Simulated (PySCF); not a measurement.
Species: C8H10S.
SMILES: `C=C1C=C(C)/C1=C/SC`

Torsions of this conformer, `[CH2:1]=[C:2]1[CH:3]=[C:4]([CH3:5])/[C:6]1=[CH:7]/[S:8][CH3:9]`: C6–C7–S8–C9 178°.

The closed-shell ground state was solved at several levels (PySCF, density fitting, gas phase, non-relativistic). One conformer (not necessarily the lowest) at the PBE0-D3(BJ)/def2-SVP geometry, without solvent, vibrations or thermal averaging.

```json
{"level": "B3LYP/def2-SVPD", "basis functions": "267", "HOMO (eV)": "-5.47", "LUMO (eV)": "-0.94", "gap (eV)": "4.53", "dipole (D)": "2.38"}
{"level": "PBE0/pcSseg-1", "basis functions": "210", "HOMO (eV)": "-5.66", "LUMO (eV)": "-0.69", "gap (eV)": "4.97", "dipole (D)": "2.43"}
```

(1) Estimate the row for HF/pcSseg-1, a basis of 210 functions; the other rows only guide the guess.

(2) Over all these levels, which gives the widest orbital gap and which the narrowest?

(3) How far do the dipole and the HOMO energy spread over the levels?

Answers

(1) HOMO -7.70 eV, LUMO 3.04 eV, gap 10.74 eV, dipole 2.51 D.

(2) HF/pcSseg-1 (Hartree–Fock, all exact exchange) has the widest, 10.74 eV, and B3LYP/def2-SVPD (global hybrid, 20 % exact exchange) the narrowest, 4.53 eV. Functional and basis both differ between the two, so the spread mixes both effects. The HOMO need not be the same orbital at Hartree–Fock and at DFT levels.

(3) The dipole runs from 2.38 to 2.51 D (mean 2.44 D) and the HOMO from -7.70 to -5.47 eV.
